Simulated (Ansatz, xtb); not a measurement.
## Ligand exchange: NaF + C2H5I → NaI + C2H5F

Species: NaF, singlet; C2H5I (iodoethane) `CCI`, singlet; NaI (Sodium Iodide), singlet; C2H5F `CCF`, singlet. The partners trade F for I: Na–F and C–I bonds give way to Na–I and C–F.

Shapes, held fixed at every level: PBE0-D4/def2-TZVP. Programs: Ansatz 0.2.0, xtb 6.7.1. The zero-point and thermal change to 298 K, harmonic and unscaled (PBE0-D4/def2-TZVP), is +4.5 kJ/mol.

(1) Estimate ΔH(298 K) of this reaction.

## Answers

(1) The highest level, CCSD(T)/def2-TZVPP, gives ΔH(298 K) = -68.1 kJ/mol; the levels span -100.2 to +165.0. They disagree on the sign: 1 of 9 are positive. GFN0-xTB strays far from the other rows. The column of differences is taken from that level and isn't an error. No measured value is set beside it here. For atoms past krypton def2 sets carry core potentials with scalar relativity. Outer-core shells of I, Na are correlated, in sets that cover them unevenly. Times are processor times on shared x86 and Arm servers, and rough.

| level | kind | ΔH(298 K) (kJ/mol) | less CCSD(T)/def2-TZVPP | CPU time (sum over the molecules) |
| --- | --- | --- | --- | --- |
| GFN0-xTB | semi-empirical | +165.0 | +233.1 | 0.26 s |
| SPW92/def2-TZVPP | LDA | -69.7 | -1.6 | 5.6 s |
| PBE-D4/def2-TZVPP | GGA | -59.7 | +8.4 | 11 s |
| B3LYP-D4/def2-TZVPP | global hybrid | -67.2 | +0.9 | 15 s |
| PBE0-D4/def2-TZVPP | global hybrid | -76.3 | -8.2 | 12 s |
| wB97M-V/def2-TZVPP | range-separated hybrid | -76.2 | -8.1 | 46 s |
| MP2/def2-TZVPP | perturbation theory | -57.2 | +10.9 | – |
| CCSD/def2-SVP | coupled cluster or CI | -100.2 | -32.1 | – |
| CCSD(T)/def2-TZVPP | coupled cluster or CI | -68.1 | 0.0 | 3.1 min |
